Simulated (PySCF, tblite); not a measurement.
Isomers of C5H10O2S. All values are computed: GFN2-xTB (tblite) harmonic vibrations without scaling, gas phase. The method is semi-empirical: single wavenumbers can be off by several per cent or more. One conformer each.

Electronic energies: PBE0/pcSseg-1 single points on the GFN2-xTB geometries (PySCF, gas phase).

```
                SMILES  electronic energy, lowest = 0 (kcal/mol)
      CS(=O)(=O)C1CCC1                                      61.8
C=C[C@@H](C)S(C)(=O)=O                                      60.5
           CCC(=O)OCSC                                       0.0
     C/C=C/CS(C)(=O)=O                                      58.6
```

**Question.** How do GFN2-xTB zero-point energies change the relative energies?

**Answer.** 
```tsv
SMILES	ZPE (kcal/mol)	of it from modes above 1550 cm⁻¹	electronic (kcal/mol)	with ZPE, lowest = 0 (kcal/mol)	lowest mode (cm⁻¹)	rings
CCC(=O)OCSC	90.1	45.8	0.0	0.0	6i	0
C/C=C/CS(C)(=O)=O	89.1	46.0	58.6	57.6	41	0
C=C[C@@H](C)S(C)(=O)=O	89.1	46.3	60.5	59.5	43	0
CS(=O)(=O)C1CCC1	91.2	43.4	61.8	62.9	54	1
```

The zero-point energies span 2.1 kcal/mol, from `C/C=C/CS(C)(=O)=O` to `CS(=O)(=O)C1CCC1`. Slightly imaginary modes are left out of the zero-point energy: `CCC(=O)OCSC` 5.6i cm⁻¹. The order is unchanged.

**Question.** And how do the electronic energies of GFN2-xTB itself compare?

**Answer.** `CCC(=O)OCSC` 0.0; `C/C=C/CS(C)(=O)=O` 32.5; `C=C[C@@H](C)S(C)(=O)=O` 33.2; `CS(=O)(=O)C1CCC1` 23.6 kcal/mol, lowest = 0. Against the energies above, taken from the same isomer `CCC(=O)OCSC`, the largest difference is 38.2 kcal/mol.

**Question.** What do entropy and thermal enthalpy add at 298.15 K and 1 bar (rigid rotor, harmonic oscillator, one conformer each)?

**Answer.** 
| SMILES | point group | symmetry number | S (cal/(mol K)) | H − H(0) (kcal/mol) | ZPE + H − H(0) − TS (kcal/mol) |
| --- | --- | --- | --- | --- | --- |
| C/C=C/CS(C)(=O)=O | C1 | 1 | 100.8 | 7.16 | 66.2 |
| C=C[C@@H](C)S(C)(=O)=O | C1 | 1 | 99.8 | 7.15 | 66.5 |
| CS(=O)(=O)C1CCC1 | C1 | 1 | 94.2 | 6.34 | 69.4 |

Not tabulated: `CCC(=O)OCSC` (lowest mode only 6i cm⁻¹).
